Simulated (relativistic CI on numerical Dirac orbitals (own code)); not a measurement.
Computed by Dirac-Coulomb-Breit CI, orbitals from a KLI potential per configuration, model QED, unscaled Slater integrals (own radial code, finite nucleus).

Configuration list (outside the closed core [Ar] 3d10): 4s2.4p6.4d7, 4s2.4p5.4d8, 4s2.4p6.4d6.4f, 4s.4p6.4d8, 4s2.4p5.4d7.4f, 4s.4p6.4d7.4f, 4s2.4p6.4d6.5s, 4s2.4p6.4d5.4f.5s, 4s2.4p6.4d6.5p, 4s2.4p5.4d7.5s, 4s2.4p6.4d6.5f, 4s2.4p6.4d5.5s.5p, 4p6.4d8.4f, 4s2.4p6.4d6.6s, 4s.4p6.4d7.5s, 4p6.4d9, 4p5.4d10, 4p5.4d9.4f, 4s2.4p6.4d5.5s2, 4s2.4p6.4d4.4f.5s2, 4s2.4p5.4d5.4f.5s2, 4s.4p6.4d5.4f.5s2, 4p6.4d8.5s, 4p5.4d9.5s, 4p5.4d8.4f.5s, 4p6.4d7.5s2, 4p5.4d8.5s2, 4p6.4d6.4f.5s2, 4p5.4d7.4f.5s2. Double excitations out of closed p, d and f shells are left out; levels of such configurations are missing from the list, as are those of other unlisted configurations, and high levels can miss mixing partners.

At this charge energies of transitions that change n are usually good to better than 1 %, and those within a shell (Δn = 0) to a few per cent. Terms inside the open d or f shell come out 10 to 20 % too wide with unscaled integrals.

Outline of the computed level scheme of Ta XXXI. Lowest level of each configuration: 4s2.4p6.4d7 4F_9/2 at 0.000 eV; 4s2.4p5.4d8 4G°_11/2 at 174.738 eV; 4s2.4p6.4d6.4f 4G°_9/2 at 188.671 eV.

Some strong electric-dipole decays among the lowest 45 levels: 4s2.4p5.4d8 4D°_7/2 → 4s2.4p6.4d7 4F_9/2 (5.4e+10 s⁻¹); 4s2.4p5.4d8 2P°_1/2 → 4s2.4p6.4d7 2P_3/2 (4.7e+10 s⁻¹); 4s2.4p5.4d8 4F°_9/2 → 4s2.4p6.4d7 4F_9/2 (4.3e+10 s⁻¹); 4s2.4p5.4d8 2P°_3/2 → 4s2.4p6.4d7 2D_5/2 (3.6e+10 s⁻¹); 4s2.4p5.4d8 2D°_5/2 → 4s2.4p6.4d7 2D_5/2 (2.8e+10 s⁻¹); 4s2.4p5.4d8 2P°_3/2 → 4s2.4p6.4d7 2P_3/2 (2.4e+10 s⁻¹); 4s2.4p5.4d8 4D°_5/2 → 4s2.4p6.4d7 4F_7/2 (2.2e+10 s⁻¹); 4s2.4p5.4d8 2D°_5/2 → 4s2.4p6.4d7 2P_3/2 (2.2e+10 s⁻¹).

LS names give the leading component of a level, which can be under half, so a name can repeat, a term be missing and a line seem to break the LS rules.
